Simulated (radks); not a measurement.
Problem. Calculated with a radial shooting solver on a logarithmic mesh with Libxc functionals: scalar-relativistic Kohn-Sham, LB94 model potential, spin-polarised, spherical densities, finite nucleus; Fermi nuclear charge, rms radius of each element as measured or else 0.836 A^(1/3) + 0.57 fm. Response by self-consistent Sternheimer equations with the Hartree and adiabatic LDA kernel, the relativistic mass of each level held fixed and spin-orbit coupling left out. Rank K+, Cr6+, Mn7+, Ar, Sc3+, Fe8+, V5+, Ca2+, Ti4+ (NIST ground configurations) by static dipole polarisability, largest first.

Solution. Ar 11.45, K+ 5.741, Ca2+ 3.392, Sc3+ 2.204, Ti4+ 1.525, V5+ 1.105, Cr6+ 0.8285, Mn7+ 0.6384, Fe8+ 0.5029 bohr^3.
